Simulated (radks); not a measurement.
The numbers below are computed, except where a source is named.
Hf12+, configuration [Kr] 4d10 4f12 5s2 (the NIST ground configuration). Level of theory: non-relativistic Kohn-Sham, LB94 model potential, spin-polarised, spherical densities, point nucleus; open shells are filled with parallel spins first (spin-orbit coupling, left out, can overturn this in heavy ions); relativity is left out, which matters for an element this heavy (a radial shooting solver on a logarithmic mesh with Libxc functionals).

Unscreened Slater integrals over Kohn-Sham orbitals (hartree). They are taken over the spin-up orbitals.

| integral | value |
|---|---|
| F0(4f,4f) | 1.5792 |
| F2(4f,4f) | 0.78125 |
| F4(4f,4f) | 0.49657 |
| F6(4f,4f) | 0.35910 |
| F0(4f,5s) | 1.0046 |
| G3(4f,5s) | 0.12934 |
| F0(4f,4d) | 1.6296 |
| F2(4f,4d) | 0.80303 |
| F4(4f,4d) | 0.51742 |
| G1(4f,4d) | 0.92726 |
| G3(4f,4d) | 0.59502 |
| G5(4f,4d) | 0.42419 |
| F0(5s,5s) | 0.83725 |
| F0(5s,4d) | 1.0205 |
| G2(5s,4d) | 0.10061 |
| F0(4d,4d) | 1.6989 |
| F2(4d,4d) | 0.86669 |
| F4(4d,4d) | 0.58130 |

Derived for the open shells (J is the average intra-shell exchange parameter used in DFT+U). 4f: F4/F2 = 0.636, F6/F2 = 0.460, J = (286 F2 + 195 F4 + 250 F6)/6435 = 0.06372 hartree.
